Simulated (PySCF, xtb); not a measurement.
Zn(F)(OH) (FHOZn), SMILES [OH][Zn][F].

GFN2-xTB run with xtb at its own geometry gives an orbital gap of 4.04 eV and a dipole moment of 4.36 D.

Coordinates come from a ωB97X-D3(BJ)/def2-TZVP optimisation. The values are those of a single conformer.

**Question.** What does PBE0/def2-TZVPD (PySCF) give? (Estimate from the structure and the level; the computed values follow.)

**Answer.** gap 7.26 eV (levels -8.86 and -1.59 eV), dipole 1.92 D.
